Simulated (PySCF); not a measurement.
C4H9NSi, singlet, geometry from GFN2-xTB. Base run: B3LYP/6-31G (PySCF).

The PySCF input:
```python
from pyscf import gto, scf, dft, solvent

mol = gto.Mole()
mol.atom = '''
    Si   -0.002006    0.342001   -0.300372
    N    -0.673734    1.622147    0.648792
    C     1.667745   -0.312576    0.310393
    C     2.804616   -0.239671   -0.362693
    C    -1.226274   -1.091008   -0.236086
    C    -2.493441   -0.989726    0.129327
    H     0.143393    0.900249   -1.649645
    H    -0.162910    2.486877    0.723260
    H    -1.095294    1.399116    1.536032
    H     1.692478   -0.775211    1.292574
    H     2.850236    0.205641   -1.343838
    H     3.740363   -0.618974    0.021640
    H    -0.855796   -2.064525   -0.535970
    H    -3.167944   -1.833649    0.145139
    H    -2.916185   -0.044684    0.428829
'''
mol.basis = '6-31g'
mol.charge = 0
mol.spin = 0
mol.verbose = 4
mol.build()

mf = dft.RKS(mol)
mf.xc = 'b3lyp'
mf.kernel()
```

Each row names what was changed in the base input (with any setting that the change needs).

```csv
change,ΔE vs base (kJ/mol),dipole (D),HOMO-LUMO gap (eV)
base,0.00,1.46,6.46
model = IEF-PCM; solvent = n-hexane,-7.07,1.58,6.48
model = IEF-PCM; solvent = n-hexane; vdw_scale = 1.0,-14.05,1.61,6.50
model = IEF-PCM; solvent = n-hexane; lebedev_order = 41,-7.10,1.58,6.48
model = IEF-PCM; solvent = n-hexane; lebedev_order = 11,-6.63,1.57,6.47
model = IEF-PCM; solvent = n-hexane; vdw_scale = 1.4,-3.68,1.55,6.47
model = C-PCM; solvent = n-hexane,?,?,6.49
model = IEF-PCM; solvent = chloroform,-14.38,1.72,6.50
model = IEF-PCM; solvent = tetrahydrofuran,-16.67,1.76,6.51
model = COSMO; solvent = n-hexane,?,1.59,6.48
model = IEF-PCM; solvent = n-hexane; r_probe = 0.5,?,?,6.47
model = ddCOSMO; solvent = n-hexane,-6.32,1.59,6.49
```

Question: What belongs in the gaps?

Answer: 
- model = C-PCM; solvent = n-hexane, ΔE vs base (kJ/mol): -9.54
- model = C-PCM; solvent = n-hexane, dipole (D): 1.62
- model = COSMO; solvent = n-hexane, ΔE vs base (kJ/mol): -7.48
- model = IEF-PCM; solvent = n-hexane; r_probe = 0.5, ΔE vs base (kJ/mol): -2.42
- model = IEF-PCM; solvent = n-hexane; r_probe = 0.5, dipole (D): 1.53

The base is the gas phase, so ΔE is the electrostatic part of solvation at a fixed geometry, without cavity and dispersion terms.
